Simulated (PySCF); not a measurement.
**Electron correlation in Re³⁸⁺ (rhenium, charge +38)**

[Kr] 4d1, 2D determinant. Calculation: PySCF 2.14, in an even-tempered Gaussian basis (19 s from 3.7 bohr⁻², ratio 2.5; 14 p from 4.8 bohr⁻², ratio 2.5; 9 d from 4.8 bohr⁻², ratio 2.5; 4 f from 20 bohr⁻², ratio 2.7; 3 g from 29 bohr⁻², ratio 2.7); the spin-free X2C one-electron Hamiltonian (Gaussian nucleus). Frozen: [Ar] 3d10; 9 electrons correlated; the 42 highest virtual orbitals of each spin left out.

MP2 pair energies summed by pair of shells (mhartree):

```
 pair   energy  share (%)
4p-4p  -208.03       67.6
4p-4d   -44.28       14.4
4s-4p   -38.76       12.6
4s-4s    -9.69        3.1
4s-4d    -7.13        2.3
```

Total MP2 correlation energy: -307.89 mhartree.

At this charge the one-electron X2C treatment keeps the bare 1/r₁₂, with no two-electron picture change or Breit term. The effect here is smaller than on the frozen 1s shell; and a scalar Hamiltonian misses the large spin-orbit splitting of the p shells, which matters for ns² → np² pairs.
